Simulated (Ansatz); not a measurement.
Start from `CC(=N)CBr` and change one element to get `CC(=N)CF`.

Ansatz, PBE0-D4/def2-TZVP geometries, multiplicity 1. Each molecule was computed in one conformer, which needn't be the lowest.

Scalar relativity is left out up to krypton.

```json
{"property": "HOMO–LUMO gap (B3LYP/def2-TZVPP) / eV", "`CC(=N)CBr`": "6.36"}
{"property": "HOMO–LUMO gap (PBE/def2-TZVPP) / eV", "`CC(=N)CBr`": "4.31"}
{"property": "LUMO energy (PBE0/def2-TZVPP) / eV", "`CC(=N)CBr`": "-0.92"}
{"property": "LUMO energy (ωB97M-V/def2-TZVPP) / eV", "`CC(=N)CBr`": "1.25"}
{"property": "HOMO–LUMO gap (PBE0/def2-TZVPP) / eV", "`CC(=N)CBr`": "6.84"}
{"property": "LUMO energy (B3LYP/def2-TZVPP) / eV", "`CC(=N)CBr`": "-1.16"}
```

Problem. What does the change do to each property? (Best estimate.)

Solution. Computed: 
```json
{"property": "HOMO–LUMO gap (B3LYP/def2-TZVPP) / eV", "`CC(=N)CF`": "7.13", "shift": "0.77"}
{"property": "HOMO–LUMO gap (PBE/def2-TZVPP) / eV", "`CC(=N)CF`": "4.98", "shift": "0.67"}
{"property": "LUMO energy (PBE0/def2-TZVPP) / eV", "`CC(=N)CF`": "-0.05", "shift": "0.87"}
{"property": "LUMO energy (ωB97M-V/def2-TZVPP) / eV", "`CC(=N)CF`": "2.18", "shift": "0.93"}
{"property": "HOMO–LUMO gap (PBE0/def2-TZVPP) / eV", "`CC(=N)CF`": "7.64", "shift": "0.80"}
{"property": "LUMO energy (B3LYP/def2-TZVPP) / eV", "`CC(=N)CF`": "-0.32", "shift": "0.84"}
```

With PBE0 the HOMO rises by 0.07 eV and the LUMO rises by 0.87 eV, so the gap widens by about 0.80 eV. PBE moves the HOMO by 0.14 eV and ωB97M-V by -0.01 eV.

B3LYP here is the variant with VWN-RPA as its local correlation; programs differ in this.

Spin–orbit coupling is left out; it splits and shifts lone-pair levels of the heavy atoms by tenths of an eV.
